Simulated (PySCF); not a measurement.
The numbers below are computed, except where a source is named.
**SiH2O2F**

The system: SiH2O2F, a small molecule (built as: Si site whose three back bonds go to OH, OH, F); neutral, doublet. The structure, one conformer, was relaxed in the gas phase by PBE0-D3(BJ)/def2-SVP. No frequency run checks that it is a minimum.

SMILES: O[Si](O)F

```xyz
6

Si   -0.307   -0.410    0.264
O    -0.923    1.093    0.550
O     1.200   -0.222   -0.401
F    -1.326   -1.090   -0.798
H    -0.337    1.713    0.996
H     1.722   -1.020   -0.532
```
(Å; atoms numbered from 1)

EPR values by unrestricted B3LYP, IGLO-III on F O Si, pcH-1 on H.

Predict g and the largest hyperfine couplings. Where does the spin sit?

g = 2.0002, 2.0007, 2.0018. The spin sits on Si1 (88 %, bonded to 1 F + 2 O) by Mulliken populations.
```csv
atom,isotope,isotropic (MHz),"dipolar, principal values (MHz)"
Si1,29Si,-1107.9,"-109.5, 54.4, 55.2"
F4,19F,373.8,"-126.8, -120.0, 246.7"
O2,17O,-48.2,"-31.0, 15.0, 16.0"
O3,17O,-39.5,"-36.1, 17.4, 18.7"
H6,1H,-8.2,"-11.4, -4.0, 15.4"
H5,1H,-5.4,"-9.3, -3.3, 12.6"
```

How do the isotropic couplings move with BHandHLYP?

Si1 -1107.9 to -1143.1 MHz, F4 373.8 to 389.3 MHz, O2 -48.2 to -50.7 MHz, O3 -39.5 to -42.8 MHz.
